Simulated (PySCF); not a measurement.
Molecule: Ga(F)2(OH)(NH3), H4F2GaNO, singlet. Atoms near the plane z = 0.8 Å, at the B3LYP/def2-SVP optimised geometry (x, y, z in Å): Ga1 (-0.4, -1.3, 0.0), F2 (1.4, -1.3, 0.0), O4 (-1.3, -1.7, 1.5), H5 (-1.3, -2.6, 1.7), N6 (-0.8, 0.8, 0.0), H8 (0.1, 1.3, 0.1), H9 (-1.4, 1.0, 0.8).

Level of theory: B3LYP/def2-TZVP in PySCF 2.14.0. The values are rescaled to run from 0 to 1.

```
|++++++++++++++++++++++++=======|
|++++++++**********++++++=======|
|++++++**************++++=======|
|++++*****************++++======|
|+++*****##########***++++======|
|+++***########%%%###**+++======|
|++***##%%%%%%%%@@%%#**+++======|
|++**##%@@@@@@@@@@@@%#*+++=====-|
|++**#%@@@@@@@@@@@@@%#*++=====--|
|+**#%@@@@@@@@@@@@@@%#*++====---|
|++*#%@@@@@@@@@@@@@@%#*+====----|
|++*#%@@@@@@@@@@@@@@#*++==------|
|++**#@@@@@@@@@@@@@%*++==-------|
|+++*#%@@@@@@@@@@@%#*+=---------|
|=+++*#%@@@@@@@@@%#*+=--::::::::|
|===++**#%@@@@@@@@#*=-:::..:::::|
|=====++*#%@@@@@@@%*=-:......:::|
|-----==+#@@@@@@@@@*=:..   ...::|
|-------+#@@@@@@@@@#+-:.    ...:|
|-:::::-=#@@@@@@@@@%*+=:.    ..:|
|:::...:=@@@@@@@@@@@##*=.    ...|
|:::...:+@@@@@@@@@@@##*=.    ...|
|::....:+@@@@@@@@@@%++=:.    ...|
|::....:+@@@@@@@@@@#=-:.     ...|
|:::...:=%@@@@@@@@@*-:.     ....|
|:::::::=*@@@@@@@@#+-:.     ...:|
|::::::-=+#%%@@@%#*=-:..  ....::|
|--::---=+#######*+=-::.......::|
|------=++*###***+==-:::....::::|
|-----==++*****+++==--::::::::::|
|-----==+++++++++==---::::::::::|
```
Scale: ten equal steps from 0.000 (start of ' ') to 1.00 (end of '@'), in the order ' .:-=+*#%@'; x runs from -3.50 to 3.50, y from -3.50 (bottom) to 3.50 (top).

### Question
Which quantity is mapped?
A) log10 of the electron density
B) electrostatic potential
C) electron localisation function
D) Laplacian of the electron density

### Answer
B, electrostatic potential. In full: electrostatic potential (hartree/e), clipped to [-0.08, 0.12].
